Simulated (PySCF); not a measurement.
C₂H₆BF₂N. Atoms are numbered in the order given.

```xyz
12

B      0.0000     0.0000     0.7847
F      0.0000     1.1397     1.4814
F      0.0000    -1.1397     1.4814
N      0.0000     0.0000    -0.6140
C      0.0000     1.2250    -1.3900
C      0.0000    -1.2250    -1.3900
H      0.8914     1.2845    -2.0414
H     -0.8914     1.2845    -2.0414
H      0.0000     2.0959    -0.7226
H     -0.8914    -1.2845    -2.0414
H      0.8914    -1.2845    -2.0414
H      0.0000    -2.0959    -0.7226
```

Geometry: B3LYP-D3(BJ)/def2-SVP. One conformer was computed; it need not be the lowest.

All values below come from B3LYP/def2-TZVP run with PySCF.

Gas-phase values at a fixed geometry.

Computed frontier levels, gap, dipole moment and polarisability:
- highest occupied level: -7.15 eV
- lowest empty level: 0.47 eV
- orbital gap: 7.61 eV
- dipole moment: 2.65 D
- quadrupole, principal values (traceless, Buckingham form, about the centre of nuclear charge): -1.90, 0.05, 1.85 D·Å
- mean static polarisability: 46.9 bohr³ (6.96 Å³)
- polarisability, principal values: 38.5, 48.6, 53.7 bohr³
